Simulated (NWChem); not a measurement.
# Ionisation of H3O3Si

```
Si
O 1 1.6582
H 2 0.9651 1 114.03
O 1 1.6615 2 105.39 3 8.89
H 4 0.9625 1 115.76 2 -161.05
O 1 1.6682 2 114.00 3 -106.97
H 6 0.9625 1 115.78 2 -76.96
```
Charge 0, spin multiplicity 2.

Everything below was run with NWChem. All single points use one geometry, from UPBE0/def2-SVP, a minimum by its harmonic frequencies. It is one conformer; others weren't searched.

Basis set: def2-TZVP. The species with one electron less has spin multiplicity 1 and keeps the geometry of the parent. Δ marks differences of total energies (open shells unrestricted). −ε marks an orbital energy of the parent. That orbital need not have the symmetry of the hole or added electron in the Δ rows. That singlet is a closed-shell solution.

B3LYP has NWChem's definition, with VWN1-RPA local correlation. The structure started from a generated list of species. No SCF solution was tested for a lower state.

For the first vertical ionisation energy, −ε(alpha HOMO) of B3LYP gives 5.83 eV and −ε(alpha HOMO) of PBE0 gives 6.09 eV. What do −ε(alpha HOMO) of BHandHLYP, −ε(alpha HOMO) of PBE, ΔBHandHLYP give?

−ε(alpha HOMO) of BHandHLYP: 7.25 eV; −ε(alpha HOMO) of PBE: 4.81 eV; ΔBHandHLYP: 8.66 eV.
